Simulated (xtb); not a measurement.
Input file for xtb: GFN1-xTB on CH6AlNO (SMILES C[NH][AlH][OH]).

```
$ xtb mol.xyz --gfn 1 --sp --chrg 0 --uhf 0
10

C     -1.44380776    -0.49354205     0.17271754
N     -0.55759463     0.63614952    -0.07724831
Al     1.20389667     0.64437207    -0.18457327
O      1.97716084    -0.85791150     0.03036468
H     -2.03445561    -0.36077045     1.08565470
H     -0.85301125    -1.40180355     0.29391839
H     -2.14093414    -0.66232222    -0.65520445
H     -1.06534442     1.50059253    -0.19688728
H      1.98884693     1.97849556    -0.46394777
H      2.92524338    -0.98325992    -0.00479424
```

Program output:

```
[...]
           -------------------------------------------------
          |                Calculation Setup                |
           -------------------------------------------------



           -------------------------------------------------
          |                 G F N 1 - x T B                 |
           -------------------------------------------------

        Reference                      10.1021/acs.jctc.7b00118
      * Hamiltonian:
        H0-scaling (s, p, d)           1.850000    2.250000    2.000000
        zeta-weighting                 0.000000
      * Dispersion:
        s8                             2.400000
        a1                             0.630000
        a2                             5.000000
        s9                             0.000000
      * Repulsion:
        kExp                           1.500000
        rExp                           1.000000
      * Coulomb:
        alpha                          2.000000
        third order                    atomic
        anisotropic                    false
      * Halogen bond correction:
        rad-scale                      1.300000
        damping                        0.440000


          ...................................................
          :                      SETUP                      :
          :.................................................:
          :  # basis functions                  34          :
          :  # atomic orbitals                  33          :
          :  # shells                           21          :
          :  # electrons                        24          :
          :  # halogen bonds                     0          :
          :  max. iterations                   250          :
          :  Hamiltonian                  GFN1-xTB          :
          :  restarted?                      false          :
          :  GBSA solvation                  false          :
          :  PC potential                    false          :
          :  electronic temp.          300.0000000     K    :
          :  accuracy                    1.0000000          :
          :  -> integral cutoff          0.2500000E+02      :
          :  -> integral neglect         0.1000000E-07      :
          :  -> SCF convergence          0.1000000E-05 Eh   :
          :  -> wf. convergence          0.2000000E-04 e    :
          :  Broyden damping             0.4000000          :
          :  net charge                          0          :
          :  unpaired electrons                  0          :
          ...................................................

 iter      E             dE          RMSdq      gap      omega  full diag
   1    -14.6929542 -0.146930E+02  0.659E+00    3.81       0.0  T
   2    -14.7071280 -0.141738E-01  0.401E+00    4.38       1.0  T
   3    -14.7070178  0.110237E-03  0.439E-01    4.14       1.0  T
   4    -14.7078064 -0.788589E-03  0.107E-01    4.29       1.0  T
   5    -14.7078531 -0.467067E-04  0.173E-02    4.26       1.8  T
   6    -14.7078544 -0.132345E-05  0.538E-03    4.26       5.9  T
   7    -14.7078545 -0.938061E-07  0.507E-04    4.27      62.3  T
   8    -14.7078545 -0.112971E-08  0.109E-04    4.27     289.8  T
   9    -14.7078545 -0.460023E-10  0.217E-05    4.27    1454.5  T

   *** convergence criteria satisfied after 9 iterations ***

         #    Occupation            Energy/Eh            Energy/eV
      -------------------------------------------------------------
         1        2.0000           -0.7411853             -20.1687
       ...           ...                  ...                  ...
         6        2.0000           -0.5237824             -14.2528
         7        2.0000           -0.5157643             -14.0347
         8        2.0000           -0.4986468             -13.5689
         9        2.0000           -0.4958060             -13.4916
        10        2.0000           -0.4655331             -12.6678
        11        2.0000           -0.4356326             -11.8542
        12        2.0000           -0.3677235             -10.0063 (HOMO)
        13                         -0.2109786              -5.7410 (LUMO)
        14                         -0.1230095              -3.3473
        15                         -0.1088456              -2.9618
        16                         -0.0904104              -2.4602
        17                         -0.0899930              -2.4488
       ...                                ...                  ...
        33                          1.1404039              31.0320
      -------------------------------------------------------------
                  HL-Gap            0.1567449 Eh            4.2652 eV
             Fermi-level           -0.2893511 Eh           -7.8736 eV

 SCC (total)                   0 d,  0 h,  0 min,  0.015 sec
 SCC setup                      ...        0 min,  0.000 sec (  0.897%)
 Dispersion                     ...        0 min,  0.000 sec (  0.267%)
 classical contributions        ...        0 min,  0.000 sec (  0.112%)
 integral evaluation            ...        0 min,  0.003 sec ( 22.482%)
 iterations                     ...        0 min,  0.005 sec ( 30.946%)
 molecular gradient             ...        0 min,  0.007 sec ( 42.333%)
 printout                       ...        0 min,  0.000 sec (  2.797%)

         :::::::::::::::::::::::::::::::::::::::::::::::::::::
         ::                     SUMMARY                     ::
         :::::::::::::::::::::::::::::::::::::::::::::::::::::
         :: total energy             -14.588559252241 Eh    ::
         :: gradient norm              0.025330454290 Eh/a0 ::
         :: HOMO-LUMO gap              4.265246883578 eV    ::
         ::.................................................::
         :: SCC energy               -14.707854512803 Eh    ::
         :: -> electrostatic           0.072413897701 Eh    ::
         :: repulsion energy           0.121754309889 Eh    ::
         :: dispersion energy         -0.002459049327 Eh    ::
         :: halogen bond corr.         0.000000000000 Eh    ::
         :: add. restraining           0.000000000000 Eh    ::
         :: total charge              -0.000000000000 e     ::
         :::::::::::::::::::::::::::::::::::::::::::::::::::::

           -------------------------------------------------
          |                Property Printout                |
           -------------------------------------------------

    * Orbital Energies and Occupations

         #    Occupation            Energy/Eh            Energy/eV
      -------------------------------------------------------------
         1        2.0000           -0.7411853             -20.1687
         2        2.0000           -0.7187028             -19.5569
         3        2.0000           -0.6078970             -16.5417
         4        2.0000           -0.5818825             -15.8338
         5        2.0000           -0.5277242             -14.3601
         6        2.0000           -0.5237824             -14.2528
         7        2.0000           -0.5157643             -14.0347
         8        2.0000           -0.4986468             -13.5689
         9        2.0000           -0.4958060             -13.4916
        10        2.0000           -0.4655331             -12.6678
        11        2.0000           -0.4356326             -11.8542
        12        2.0000           -0.3677235             -10.0063 (HOMO)
        13                         -0.2109786              -5.7410 (LUMO)
        14                         -0.1230095              -3.3473
        15                         -0.1088456              -2.9618
        16                         -0.0904104              -2.4602
Note: The following floating-point exceptions are signalling: IEEE_DENORMAL
normal termination of xtb
        17                         -0.0899930              -2.4488
        18                         -0.0633691              -1.7244
        19                         -0.0528037              -1.4369
        20                         -0.0460422              -1.2529
        21                          0.0132405               0.3603
        22                          0.0351432               0.9563
        23                          0.0449765               1.2239
       ...                                ...                  ...
        33                          1.1404039              31.0320
      -------------------------------------------------------------
                  HL-Gap            0.1567449 Eh            4.2652 eV
             Fermi-level           -0.2893511 Eh           -7.8736 eV

  Mulliken/CM5 charges         n(s)   n(p)   n(d)
     1C     0.08360 -0.00374   0.968  2.948  0.000
     2N    -0.49678 -0.82943   1.439  4.058  0.000
     3Al    0.52140  0.48612   1.042  1.075  0.362
     4O    -0.60365 -0.78634   1.647  4.956  0.000
     5H     0.00805  0.06728   0.992  0.000  0.000
     6H     0.03950  0.10382   0.960  0.000  0.000
     7H     0.00804  0.06728   0.992  0.000  0.000
     8H     0.19877  0.39612   0.801  0.000  0.000
     9H    -0.10574 -0.02684   1.106  0.000  0.000
    10H     0.34680  0.52573   0.653  0.000  0.000

Wiberg/Mayer (AO) data.
largest (>0.10) Wiberg bond orders for each atom

 ---------------------------------------------------------------------------
     #   Z sym  total        # sym  WBO       # sym  WBO       # sym  WBO
 ---------------------------------------------------------------------------
     1   6 C    3.982 --     7 H    0.981     5 H    0.981     6 H    0.968
                             2 N    0.967
     2   7 N    3.098 --     3 Al   1.102     1 C    0.967     8 H    0.910
     3  13 Al   3.316 --     4 O    1.183     2 N    1.102     9 H    0.878
     4   8 O    2.106 --     3 Al   1.183    10 H    0.851
     5   1 H    1.012 --     1 C    0.981
     6   1 H    1.004 --     1 C    0.968
     7   1 H    1.012 --     1 C    0.981
     8   1 H    0.963 --     2 N    0.910
     9   1 H    0.993 --     3 Al   0.878
    10   1 H    0.882 --     4 O    0.851
 ---------------------------------------------------------------------------

Topologies differ in total number of bonds
Writing topology from bond orders to xtbtopo.mol

 dipole moment from electron density (au)
     X       Y       Z
   0.2678   0.4467  -0.0936  total (Debye):    1.345


           -------------------------------------------------
          | TOTAL ENERGY              -14.588559252241 Eh   |
          | GRADIENT NORM               0.025330454290 Eh/α |
          | HOMO-LUMO GAP               4.265246883578 eV   |
           -------------------------------------------------

------------------------------------------------------------------------
------------------------------------------------------------------------
 total:
 SCF:
```

The run finished.

Cost: about 0.04 core-seconds (a rough figure).
